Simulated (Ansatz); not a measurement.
Cost and result for the atomization energy of FH₈N₃Si₂ (`N[SiH2]N[SiH](N)F`) (14 atoms, 13 bonds).

```xyz
14

N    -0.405   -1.943   -0.103
Si    0.689   -0.947   -0.994
N     0.130    0.684   -0.990
Si   -0.180    1.706    0.348
N    -0.453    0.698    1.674
F     1.043    2.676    0.710
H    -1.333   -2.106   -0.465
H    -0.039   -2.782    0.321
H     0.823   -1.298   -2.437
H     1.994   -1.141   -0.314
H    -0.003    1.094   -1.903
H    -1.254    2.657   -0.021
H    -0.676   -0.277    1.543
H    -0.337    0.978    2.631
```

The species carries charge 0 and has multiplicity 1. The structure was optimised at the PBE0-D4/def2-TZVP level. It is one conformer, not always the lowest. Program: Ansatz. All runs use 2 threads of an AMD EPYC 7R13 on a shared host and a share of an NVIDIA H100 80 GB. Times are those of one run each, without the atoms' runs, and a repeat can differ threefold. Electronic energies, without spin–orbit coupling; frozen cores. CCSD(T)/CBS adds CCSD(T) − MP2 in def2-TZVPP to the MP2 limit, and its time is that of the two runs behind it. T1 = 0.011. B3LYP takes the VWN-RPA correlation (the form of Gaussian; ORCA's B3LYP/G).

CCSD(T)/CBS is a level of theory with its own doubt, some kJ/mol a heavy atom from the limit and from the frozen cores, so smaller differences don't rank the functionals.

| level | functions | wall time | atomization (kcal/mol) | difference from CCSD(T)/CBS | per bond |
| --- | --- | --- | --- | --- | --- |
| PBE0-D4/def2-TZVPP | 320 | 1.8 s | 1193.7 | -15.4 | -1.2 |
| PBE-D4/def2-TZVPP (with forces) | 320 | 2 s | 1215.2 | 6.1 | 0.5 |
| B3LYP-D4/def2-TZVPP (with forces) | 320 | 2 s | 1208.8 | -0.3 | 0.0 |
| r2SCAN-D4/def2-TZVPP (with forces) | 320 | 2.3 s | 1197.7 | -11.4 | -0.9 |
| ωB97X-V/def2-TZVPP | 320 | 2.3 s | 1213.7 | 4.6 | 0.4 |
| B2PLYP/def2-TZVPP | 320 | 2.4 s | 1192.5 | -16.6 | -1.3 |
| ωB97M-V/def2-TZVPP (with forces) | 320 | 3 s | 1212.2 | 3.1 | 0.2 |
| MP2/def2-QZVPP | 608 | 3.5 s | 1209.5 | 0.4 | 0.0 |
| CCSD(T)/def2-TZVPP | 320 | 4.3 s | 1167.5 | -41.6 | -3.2 |
| CCSD(T)/CBS(def2) | – | 7.8 s | 1209.1 | 0.0 | 0.0 |

In def2-TZVPP, CCSD(T) changes the Hartree–Fock value by +321.5 kcal/mol (the triples alone add +16.6 kcal/mol) and MP2 by +338.2 kcal/mol; breaking electron pairs costs correlation energy, which Hartree–Fock lacks. From PBE to PBE0 (25 % exact exchange), in def2-TZVPP and without D4, the atomization energy moves by −20.3 kcal/mol: exact exchange takes away binding that semilocal exchange gives to molecules. The D4 term adds +13.2 kcal/mol with B3LYP and +7.0 kcal/mol with PBE0; it sums over pairs of atoms, weighted by their polarisabilities, and B3LYP, whose exchange is more repulsive, gets the larger term.
